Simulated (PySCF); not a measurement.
# Static response to an electric field

Compound: C₅H₉FOSi.
Cartesian coordinates in Å at the GFN2-xTB level; atoms count from 1:
```
atom  x, y, z in Å
C1    -2.8648   -0.3550    0.7774
C2    -1.6957    0.5319    0.3603
Si3   -0.0930   -0.4430    0.0696
C4     1.2135    0.8420   -0.4771
F5     0.7274    2.0940   -0.5999
C6     2.5100    0.6650   -0.7483
C7     3.1427   -0.6367   -0.6504
O8     4.3025   -0.8666   -0.8785
H9    -2.6342   -0.8901    1.6955
H10   -3.0859   -1.0895    0.0070
H11   -3.7591    0.2416    0.9472
H12   -1.9691    1.0787   -0.5455
H13   -1.5333    1.2881    1.1323
H14   -0.2321   -1.4216   -1.0133
H15    0.3817   -1.0804    1.3013
H16    3.1363    1.4944   -1.0524
H17    2.4463   -1.4407   -0.3350
```

Level: wB97X-D/def2-SVPD (PySCF), static field, nuclei fixed, core orbitals frozen in the response. The polarisability tensor in these axes (au):

```
x   126.78  -7.25 -13.18
y    -7.25  83.38  -1.27
z   -13.18  -1.27  70.17
```

Q: What are the eigenvalues, a third of the trace, and Δα (Δα² = ½Σ(αi − αj)² over the three pairs)?

A: Principal values 66.76, 82.90 and 130.68 au; mean 93.44 au = 13.85 Å³ = 15.41 × 10⁻⁴⁰ C²·m²/J; Δα = 57.58 au (62 % of the mean).

Q: What is the dipole moment, and where does it point?

A: (-4.00, 0.25, 0.93) D, 4.12 D in size, pointing from the negative to the positive side. Measured along this direction, the outermost atoms are O8 at the negative end and H11 at the positive end.

Q: Molar refractivity from α?

A: Lorentz–Lorenz: R = (4π/3)N_A α = 2.5225 cm³/(mol·Å³) × 13.85 Å³ = 34.9 cm³/mol, in the limit of long wavelengths.

Q: In TDDFT the mean static polarisability is Σ f/ω² over all singlet excitations (ω in hartree). How much of it do the 8 lowest give? Their energies (eV) and oscillator strengths: 3.86, 0.0001; 5.84, 0.4143; 6.33, 0.0006; 7.01, 0.0055; 7.17, 0.0006; 7.38, 0.0002; 7.76, 0.0919; 7.84, 0.0130.

A: They add up to 10.39 au, 11.1 % of the 93.44 au; the largest single term is 8.99 au, from the state at 5.84 eV. Terms in order: 0.00, 8.99, 0.01, 0.08, 0.01, 0.00, 1.13, 0.16 au. Higher excitations give the rest. The strengths listed sum to 0.526.

Q: Give the eigenvalues of the traceless quadrupole moment Θ = ½Σq(3rr − r²1), origin at the centre of nuclear charge.

A: -14.77, 7.07, 7.71 D·Å. The values depend on the origin, since the dipole doesn't vanish. The electronic extent ⟨r²⟩ about the same centre is 1729 bohr², a root-mean-square distance of 2.63 Å for the 70 electrons.

Q: What would n − 1 = 2πNα be for an ideal gas of these molecules at 500 K and 1 atm, electronic part alone?

A: N = p/kT = 1.4678 × 10¹⁹ cm⁻³, so n − 1 = 2π × N × 13.85 × 10⁻²⁴ cm³ = 1277 × 10⁻⁶ at long wavelengths.

Q: Find the Langevin capture rate constant for NO+ (29.998 u) meeting this molecule (132.041 u), k = 2.342 × 10⁻⁹ cm³/s × √(α in Å³ / reduced mass in u).

A: The reduced mass is 24.44 u, so k = 1.76 × 10⁻⁹ cm³/s. The formula leaves out the permanent dipole, which adds to the capture rate.

Geometry: GFN2-xTB, one conformer, isolated molecule.
